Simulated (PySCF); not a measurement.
Bonds broken one at a time in the series silaethenyl-X. All species are isolated molecules in the gas phase. One relaxed conformer stands for each flexible species; it need not be the lowest. Strings in code marks are SMILES. In the def2 sets, heavy atoms carry core potentials. All members: neutral, multiplicity 1. Level: PBE0-D3(BJ)/def2-TZVP (PySCF), beside PBE-D3(BJ)/def2-TZVP // PBE0-D3(BJ)/def2-TZVP (PySCF) at the same geometries. 

| species | HOMO–LUMO gap, PBE (eV) | HOMO–LUMO gap, PBE0-D3(BJ) (eV) |
|---|---|---|
| `B[SiH]=C` (H–B–Si–C torsion 180°) | 2.23 | withheld |
| `C=[SiH]C(C)=O` (C–Si–C–O torsion 0°) | 2.63 | 4.54 |
| `C=C[SiH]=C` (C–C–Si–C torsion 15°) | 2.82 | 4.57 |
| `C#C[SiH]=C` | 3.16 | 4.90 |
| `C=[SiH]C#N` | 3.22 | 4.99 |
| `C=[SiH2]` | 3.60 | 5.39 |
| `C=[SiH]C` | 3.77 | 5.58 |
| `C=[SiH]F` | 4.01 | 5.89 |

**Question.** Fit y = a + b·x, y being the HOMO–LUMO gap at the first level, to the 7 complete rows by least squares, with x = the PBE value in eV. Give a, b and the rms residual, and predict the withheld value.

**Answer.** Means of the 7 rows: x̄ = 3.3157, ȳ = 5.1229 eV. Σ(x − x̄)² = 1.5186 and Σ(x − x̄)(y − ȳ) = 1.5374, so b = 1.012 and a = ȳ − b·x̄ = 1.767 eV. The rms residual is 0.060 eV. At x = 2.23 the line gives 4.02 eV, outside the range of the fitted rows. The run for `B[SiH]=C` (H–B–Si–C torsion 180°) gave 3.87 eV, so the line is off by 0.15 eV, more than twice the rms residual.

Codes: PySCF.
